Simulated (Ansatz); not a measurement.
Relaxation of Li4S2⁺ with UKS PBE-D4/def2-TZVP.

```sh
$ ansatz run in.yaml --threads 4 --pin off --events-out ev --progress --plain --max-ram 3916MiB
```

```yaml
crystal:
  periodic: [false, false, false]
  atoms:
    - {symbol: Li, position_ang: [-1.680970, 3.720010, 0.199650]}
    - {symbol: Li, position_ang: [1.677480, -3.724480, -0.173200]}
    - {symbol: Li, position_ang: [1.236630, 0.564940, -0.022550]}
    - {symbol: Li, position_ang: [-1.235000, -0.562200, 0.000480]}
    - {symbol: S, position_ang: [-0.788620, 1.732210, 0.103540]}
    - {symbol: S, position_ang: [0.790470, -1.730490, -0.107920]}
basis:
  gaussian: {orbitals: def2-TZVP}
total_charge: 1
magnetization: {spin_polarized: true, initial_magnetization: 1}
hamiltonian: {xc: pbe, dispersion: d4}
scf: {lower_state_search: "off"}
output: {orbitals: {seedname: orbitals}}
relax: {f_tol: 0.02, max_steps: 100}
```

Run time 4.9 s (4 threads of Arm Neoverse V1 on a shared host).

Positions (Å) and forces (eV/Å) at steps 1, 2, 4 of 4:

```xyz
6
step=1 energy=-22478.4061 eV
Li   -1.681    3.720    0.200   -0.001    0.001    0.004
Li    1.677   -3.724   -0.173   -0.003    0.011   -0.003
Li    1.237    0.565   -0.023   -0.093   -0.042    0.004
Li   -1.235   -0.562    0.000    0.093    0.041    0.003
S    -0.789    1.732    0.104    0.182   -0.391   -0.036
S     0.790   -1.730   -0.108   -0.177    0.379    0.027
6
step=2 energy=-22478.4329 eV
Li   -1.637    3.622    0.196   -0.007    0.014    0.004
Li    1.633   -3.625   -0.170    0.006   -0.008   -0.003
Li    1.305    0.596   -0.022   -0.134   -0.062    0.001
Li   -1.303   -0.594    0.002    0.134    0.062   -0.001
S    -0.743    1.634    0.093    0.005   -0.006   -0.008
S     0.745   -1.632   -0.099   -0.004    0.001    0.006
6
step=4 energy=-22478.4412 eV
Li   -1.649    3.645    0.204    0.000   -0.001    0.001
Li    1.647   -3.647   -0.175    0.000    0.001    0.000
Li    1.257    0.571   -0.022    0.003    0.001    0.000
Li   -1.256   -0.569    0.001   -0.002   -0.001    0.000
S    -0.750    1.657    0.083   -0.001    0.003   -0.001
S     0.751   -1.656   -0.091    0.001   -0.003    0.000
```

The structure comes from a short search, and lower isomers may exist.
